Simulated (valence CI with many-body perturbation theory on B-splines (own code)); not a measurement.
Values are calculated unless marked as measured or tabulated.
# Level structure of Rh5+

Method: relativistic CI+MBPT: four valence electrons over a frozen Dirac-Fock core [Kr], radial functions for each j: 7 s, 7 p, 8 d, 6 f, 4 g, 1 h, with the one-electron correlation potential Σ1, the two-electron term Σ2, the three-electron term Σ3, Breit, model QED; selected CI, second order for the rest, scaled by the run's own slope (own B-spline code, finite nucleus).

No measured spectrum was set against this ion. As an estimate, terms of the open shell hold to 2 to 4 % of their energy, and close levels can change places; different configurations can be misplaced against each other by 1,000 to 8,000 cm⁻¹. The list stops below the first excitations out of the core.

Levels 91 to 135 of 170, with energies above the lowest level, 4d4 5D_0. "Leading %" is the weight of the configuration and term that name the level; weights of strongly mixed levels are sums over their largest components and can fall short. In the jj column 3d3/2^4 stands for four electrons in 3d with j = 3/2.

```tsv
No.	Configuration	Term	J	E (cm⁻¹)	Leading %	g	Leading jj
91	4d3 5p	3D°	3	248790	34	1.118	4d3/2^2 4d5/2 5p3/2 (47 %)
92	4d3 5p	3G°	4	250810	48	1.127	4d3/2 4d5/2^2 5p3/2 (56 %)
93	4d3 5p	3F°	2	251950	75	0.729	4d3/2^2 4d5/2 5p3/2 (38 %)
94	4d3 5p	5D°	0	252170	43		4d3/2^2 4d5/2 5p1/2 (73 %)
95	4d3 5p	5P°	1	252350	79	2.328	4d3/2^2 4d5/2 5p1/2 (47 %)
96	4d3 5p	5F°	5	253260	43	1.230	4d3/2 4d5/2^2 5p3/2 (40 %)
97	4d3 5p	3P°	2	253730	43	1.543	4d3/2 4d5/2^2 5p1/2 (37 %)
98	4d3 5p	5D°	1	253770	57	1.428	4d3/2^2 4d5/2 5p1/2 (54 %)
99	4d3 5p	3H°	4	254110	72	0.879	4d3/2 4d5/2^2 5p1/2 (37 %)
100	4d3 5p	3F°	3	254180	81	1.094	4d3/2 4d5/2^2 5p3/2 (47 %)
101	4d3 5p	5P°	2	254960	51	1.624	4d3/2^2 4d5/2 5p1/2 (27 %)
102	4d3 5p	3F°	4	255860	79	1.229	4d3/2 4d5/2^2 5p3/2 (48 %)
103	4d3 5p	3H°	5	256040	48	1.078	4d3/2^2 4d5/2 5p1/2 (28 %)
104	4d3 5p	5P°	3	257170	83	1.617	4d3/2 4d5/2^2 5p3/2 (28 %)
105	4d3 5p	5D°	0	257250	49		4d3/2^2 4d5/2 5p3/2 (61 %)
106	4d3 5p	3G°	3	257310	51	0.902	4d3/2^2 4d5/2 5p1/2 (41 %)
107	4d3 5p	1G°	4	258180	33	1.010	4d3/2^2 4d5/2 5p1/2 (60 %)
108	4d3 5p	5D°	2	258930	50	1.314	4d3/2^2 4d5/2 5p3/2 (46 %)
109	4d3 5p	3P°	1	258940	61	1.433	4d3/2 4d5/2^2 5p1/2 (38 %)
110	4d3 5p	3P°	0	259110	83		4d3/2 4d5/2^2 5p1/2 (55 %)
111	4d3 5p	3H°	6	259530	78	1.141	4d3/2 4d5/2^2 5p1/2 (50 %)
112	4d3 5p	5D°	3	259540	79	1.472	4d3/2^2 4d5/2 5p3/2 (44 %)
113	4d3 5p	3F°	2	259610	38	1.128	4d3/2 4d5/2^2 5p1/2 (33 %)
114	4d3 5p	3P°	1	260150	45	1.438	4d3/2 4d5/2^2 5p3/2 (35 %)
115	4d3 5p	1H°	5	261060	41	1.016	4d3/2 4d5/2^2 5p3/2 (38 %)
116	4d3 5p	3G°	4	261270	72	1.052	4d3/2^2 4d5/2 5p3/2 (32 %)
117	4d3 5p	3D°	1	262450	72	0.787	4d3/2 4d5/2^2 5p1/2 (55 %)
118	4d3 5p	5D°	4	262730	71	1.373	4d3/2 4d5/2^2 5p3/2 (45 %)
119	4d3 5p	3G°	5	262790	61	1.069	4d3/2^2 4d5/2 5p3/2 (48 %)
120	4d3 5p	3F°	3	262950	48	0.945	4d3/2 4d5/2^2 5p3/2 (52 %)
121	4d3 5p	3H°	4	263320	34	1.138	4d3/2^2 4d5/2 5p3/2 (39 %)
122	4d3 5p	3P°	2	263460	55	1.343	4d5/2^3 5p1/2 (25 %)
123	4d3 5p	3H°	5	263840	92	1.041	4d3/2^2 4d5/2 5p3/2 (38 %)
124	4d3 5p	3F°	2	264050	52	0.943	4d3/2 4d5/2^2 5p3/2 (36 %)
125	4d3 5p	1F°	3	264740	54	1.039	4d3/2^2 4d5/2 5p3/2 (31 %)
126	4d3 5p	3P°	0	264980	61		4d3/2 4d5/2^2 5p3/2 (55 %)
127	4d3 5p	3H°	6	265150	77	1.135	4d3/2^2 4d5/2 5p3/2 (48 %)
128	4d3 5p	3F°	2	265750	35	0.965	4d3/2 4d5/2^2 5p3/2 (39 %)
129	4d3 5p	3F°	3	266200	75	1.123	4d3/2 4d5/2^2 5p1/2 (37 %)
130	4d3 5p	1G°	4	266660	68	1.019	4d3/2^2 4d5/2 5p3/2 (33 %)
131	4d3 5p	5S°	2	267000	70	1.815	4d3/2 4d5/2^2 5p3/2 (47 %)
132	4d3 5p	3I°	6	267070	75	1.052	4d3/2 4d5/2^2 5p3/2 (62 %)
133	4d3 5p	1H°	5	267190	51	0.991	4d3/2 4d5/2^2 5p3/2 (33 %)
134	4d3 5p	3D°	3	267330	75	1.274	4d3/2 4d5/2^2 5p3/2 (38 %)
135	4d3 5p	3D°	2	267600	59	1.023	4d5/2^3 5p1/2 (39 %)
```

Names give the largest LS component (configuration and term), which can be under half, so a name can repeat, a term be missing and a line seem to break the LS rules; names also repeat where a configuration has a term twice.

Where two levels of one J and parity lie close, their mixing, g and order are uncertain.
